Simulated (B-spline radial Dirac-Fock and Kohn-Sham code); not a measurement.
Level of theory: configuration-average Dirac-Fock orbitals; a B-spline atomic structure program.

Question: This computed X-ray form factor belongs to an atom or ion in its tabulated ground configuration. Which?

| sin θ/λ (Å⁻¹) | f₀ |
| --- | --- |
| 0.07 | 29.891 |
| 0.09 | 29.820 |
| 0.11 | 29.733 |
| 0.36 | 27.372 |
| 0.44 | 26.243 |
| 0.54 | 24.692 |
| 0.81 | 20.281 |
| 1.82 | 8.769 |
| 2.24 | 6.730 |

Answer: Te²²⁺, with 30 electrons in [Ar] 3d10 4s2. f₀ tends to the number of electrons as s goes to zero, which the first rows give only roughly, and the rate of fall reflects the nuclear charge, 52.
